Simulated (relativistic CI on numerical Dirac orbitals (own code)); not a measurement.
# Slater and spin-orbit integrals, Pr XLI

Method of calculation: Dirac-Coulomb-Breit CI, KLI orbitals optimised for each configuration, a model potential for QED, unscaled Slater integrals (own radial code, finite nucleus).

Slater integrals F^k, G^k are unscaled and averaged over j, outside the closed core [Ne]; ζ comes from projecting the Hamiltonian with its Breit term on Σ l·s of the shell.

- 3s2.3p6.3d: ζ(3d) = 84103 cm⁻¹; <r>(3d) = 0.2184, <r^2>(3d) = 0.05518 (bohr units).
- 3s2.3p5.3d2: ζ(3p) = 617790, F^2(3d,3d) = 468340, F^4(3d,3d) = 302840, F^2(3p,3d) = 402900, G^1(3p,3d) = 425660, G^3(3p,3d) = 285570, ζ(3d) = 83214 cm⁻¹; <r>(3p) = 0.2463, <r^2>(3p) = 0.07011, <r>(3d) = 0.2188, <r^2>(3d) = 0.05537 (bohr units).
- 3s.3p6.3d2: F^2(3d,3d) = 467950, F^4(3d,3d) = 302580, G^2(3s,3d) = 320960, ζ(3d) = 83657 cm⁻¹; <r>(3s) = 0.2526, <r^2>(3s) = 0.07273, <r>(3d) = 0.2189, <r^2>(3d) = 0.05546 (bohr units).

Question: Give the Racah parameters of the d shell in 3s2.3p5.3d2.

Answer: B = F²/49 − 5F⁴/441 = 6124 cm⁻¹ and C = 35F⁴/441 = 24035 cm⁻¹.

Averages of the first 10 configurations, taken without configuration mixing, which lowers the lowest level and can move excited configurations by several eV; other configurations of the list can lie among them:

| Configuration | Parity | States | Average energy above the lowest level (eV) |
| --- | --- | --- | --- |
| 3s2.3p6.3d | even | 10 | 16.2 |
| 3s2.3p5.3d2 | odd | 270 | 271.8 |
| 3s.3p6.3d2 | even | 90 | 504.8 |
| 3s2.3p6.4s | even | 2 | 1193.4 |
| 3s2.3p6.4p | odd | 6 | 1280.3 |
| 3s2.3p6.4d | even | 10 | 1384.5 |
| 3s2.3p5.3d.4s | odd | 120 | 1440.5 |
| 3s2.3p6.4f | odd | 14 | 1466.2 |
| 3s2.3p5.3d.4p | even | 360 | 1527.7 |
| 3p6.3d3 | even | 120 | 1002.3 |
